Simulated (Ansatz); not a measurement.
Task: Name a neutral molecule of Cl, O, Si and H with HOMO–LUMO gap (B3LYP/def2-TZVPP) between 5.80 and 6.10 eV and size of the dipole moment (ωB97M-V/def2-TZVPP) between 0.90 and 1.20 D (Ansatz, PBE0-D4/def2-TZVP geometry).

Result: `O[SiH2][SiH]([SiH3])Cl` (6.09 eV, 0.94 D). Other molecules can fit too; these were computed, each in one conformer that needn't be the lowest.

B3LYP here is the variant with VWN-RPA as its local correlation; programs differ in this.
